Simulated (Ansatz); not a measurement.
C₅H₁₃BO (SMILES CCOB(C)CC), singlet, geometry from GFN2-xTB; SC-NEVPT2/STO-3G, CASSCF(2,3) (Ansatz, a program for electronic structure).

The Ansatz input:
Ansatz 0.2 input:
```yaml
crystal:
  periodic: [false, false, false]
  atoms:
    - {symbol: B, position_ang: [0.50315836, -0.12429289, 0.33021204]}
    - {symbol: C, position_ang: [0.31710979, -0.31486058, 1.90407035]}
    - {symbol: H, position_ang: [-0.57173036, -0.90743933, 2.11905053]}
    - {symbol: H, position_ang: [0.17441438, 0.64375843, 2.40191885]}
    - {symbol: H, position_ang: [1.16059205, -0.80800645, 2.37741730]}
    - {symbol: C, position_ang: [1.76529817, -0.73541955, -0.44006061]}
    - {symbol: C, position_ang: [1.84850274, -2.26212155, -0.33377931]}
    - {symbol: H, position_ang: [2.68593299, -0.31668790, -0.02602446]}
    - {symbol: H, position_ang: [1.73920811, -0.45971150, -1.49520161]}
    - {symbol: H, position_ang: [0.96817273, -2.72131296, -0.77751350]}
    - {symbol: H, position_ang: [1.90484202, -2.57207582, 0.70692324]}
    - {symbol: H, position_ang: [2.72848978, -2.63884501, -0.85187648]}
    - {symbol: O, position_ang: [-0.37192010, 0.54252798, -0.42649415]}
    - {symbol: C, position_ang: [-1.55356315, 1.15720496, 0.04055278]}
    - {symbol: C, position_ang: [-2.28569381, 1.80016720, -1.12977091]}
    - {symbol: H, position_ang: [-2.19310567, 0.40620679, 0.52138039]}
    - {symbol: H, position_ang: [-1.30035238, 1.91658262, 0.79134945]}
    - {symbol: H, position_ang: [-2.53956274, 1.04549673, -1.86946377]}
    - {symbol: H, position_ang: [-3.19714524, 2.27858444, -0.78155169]}
    - {symbol: H, position_ang: [-1.65010905, 2.54486783, -1.60158921]}
basis:
  gaussian:
    orbitals: STO-3G
magnetization: {spin_polarized: false}
correlation: {method: sc_nevpt2, electrons: all, active_space: {window: {electrons: 2, orbitals: 3}}}
```

Output, abridged:

```
Functional definition: HF
676 factors; integrals over basis functions are off by at most 1.0e-4 eV
mean field evaluation 1: about -7968.1216 eV, gradient 2.4e1 eV
mean field evaluation 2: about -7968.5237 eV, gradient 2.4e1 eV
mean field evaluation 4: about -7970.5884 eV, gradient 2.0e0 eV
mean field evaluation 8: about -7970.6023 eV, gradient 1.4e-5 eV
mean field -7970.60225081 eV, -292.9142300489 hartree, gradient 1.9e-6 eV, S^2 0.000000; 0 other end points of the search recorded, 0 dependent functions left out
reference -7970.60225081 eV, -292.9142300489 hartree; 28, 28 occupied and 20, 20 virtual orbitals, 676 factors
state -7971.10257935 eV, -292.9326167837 hartree
state -7971.10257935 eV, -292.9326167837 hartree; corrected -7979.86664211 eV, -293.2546901496 hartree
Total energy: -7979.86664211 eV, -293.2546901496 hartree
```
